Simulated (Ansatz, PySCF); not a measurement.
C2H7FOSi2, SMILES O[SiH2][Si@H](C=C)F. Atoms are numbered in the order given.

```xyz
13

C     -2.9585    -0.1360    -0.0495
C     -1.9612     0.7050    -0.3499
Si    -0.2482     0.0826    -0.7336
F     -0.3343    -1.5602    -0.7827
Si     1.3098     0.5822     0.9341
O      2.7741    -0.1582     0.5948
H     -2.8032    -1.2213    -0.0373
H     -3.9682     0.2181     0.1897
H     -2.1629     1.7851    -0.3534
H      0.2054     0.5449    -2.0773
H      0.7495     0.1473     2.2521
H      1.5766     2.0453     0.9922
H      2.7408    -1.1059     0.4266
```
Charge 0, spin multiplicity 1.

Coordinates come from a ωB97X-D3(BJ)/def2-SVP optimisation. The structure was generated by enumeration; whether it is a known compound was not checked. The values are those of a single conformer.

Two levels are set side by side: PBE-D3(BJ)/def2-SVP (Ansatz, an electronic-structure program) and ωB97X-D3(BJ)/def2-SVP (PySCF). Each level has its own optimised geometry; the coordinates shown are those of the second. Frequencies come from the Hessian of PySCF at each geometry. Differences are taken from unrounded values.

```tsv
quantity	ωB97X-D3(BJ)	PBE-D3(BJ)	PBE-D3(BJ) minus ωB97X-D3(BJ)
mean bond length (Å)	1.466	1.478	0.012
bond C1–C2 (Å)	1.339	1.349	0.010
bond C2–Si3 (Å)	1.863	1.868	0.006
bond Si3–F4 (Å)	1.646	1.657	0.012
bond Si3–Si5 (Å)	2.336	2.361	0.025
bond Si5–O6 (Å)	1.676	1.691	0.015
bond C1–H7 (Å)	1.096	1.104	0.007
bond C1–H8 (Å)	1.096	1.104	0.007
bond C2–H9 (Å)	1.099	1.107	0.008
bond Si3–H10 (Å)	1.492	1.507	0.016
bond Si5–H11 (Å)	1.497	1.512	0.015
bond Si5–H12 (Å)	1.488	1.502	0.014
bond O6–H13 (Å)	0.963	0.974	0.010
highest harmonic wavenumber (cm⁻¹)	3927	3757	-170
mean harmonic wavenumber (cm⁻¹)	1154	1103	-50
zero-point energy (kcal/mol)	54.44	52.06	-2.38
```

Exact exchange shortens and stiffens bonds; PBE has none. Differences between two approximate levels are no errors against the true value.
